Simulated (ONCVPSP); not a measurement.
# arsenic (As), ONCV: configuration errors across variants

| Property | Result |
| --- | --- |
| Element | As (Z = 33) |
| Generator | ONCVPSP 4.0.1 |
| Type | optimised norm-conserving Vanderbilt (ONCV) |
| Functional | PW91 |
| Relativity | fully relativistic |
| Frozen core | [Ar] 3d10 |
| Valence charge | 5 |
| Reference configuration | 4s2 4p3 |
| Partial waves | 4s: rc 1.80 bohr, ncon 5, nbas 9, qcut 3.4 1/bohr, 3 projectors, debl 0.8 Ha; 4p: rc 2.00 bohr, ncon 4, nbas 8, qcut 3.5 1/bohr, 3 projectors, debl 2.9 Ha; d scattering state at 0.09 Ha: rc 2.00 bohr, ncon 5, nbas 10, qcut 5.6 1/bohr, 2 projectors, debl 0.8 Ha |
| Local potential | polynomial inside 1.15 bohr (lpopt 5, dvloc0 0 Ha) |
| Core correction | none |

Open shells are filled in proportion to 2j + 1.

All-electron excitation energies from the reference (eV): (1) 4s2 4p2 9.210; (2) 4s2 4p1 27.214; (3) 4s2 4p0 55.029; (4) 4s1 4p3 19.338.

A true bound ghost makes a file unfit for plane-wave use even where its test errors are small: the radial tests pick states by their node count and pass the ghost by.

Errors AE − PS in meV (a dash: test not solved or not reliable):

```json
{"change": "base", "(1)": "-2.7", "(2)": "-16", "(3)": "-30", "(4)": "+7.0", "bound ghosts": "s, d5/2, d3/2", "GHOST(+) flags above zero": "s, p3/2, p1/2"}
{"change": "s: debl 0.6", "(1)": "-2.7", "(2)": "-16", "(3)": "-30", "(4)": "+7.0", "bound ghosts": "s, d5/2, d3/2", "GHOST(+) flags above zero": "s, p3/2, p1/2"}
{"change": "s: debl 1.4", "(1)": "-2.7", "(2)": "-16", "(3)": "-30", "(4)": "+6.9", "bound ghosts": "d5/2, d3/2", "GHOST(+) flags above zero": "s, p3/2, p1/2"}
{"change": "s: debl 2.7", "(1)": "-2.7", "(2)": "-16", "(3)": "-30", "(4)": "+6.9", "bound ghosts": "d5/2, d3/2", "GHOST(+) flags above zero": "s, p3/2, p1/2"}
```

(1) Give the same row for: s: debl 5.15.

## Answers

(1) -2.6, -16, -29, +6.8; bound ghosts: d5/2, d3/2; GHOST(+) flags above zero: s, p3/2, p1/2.
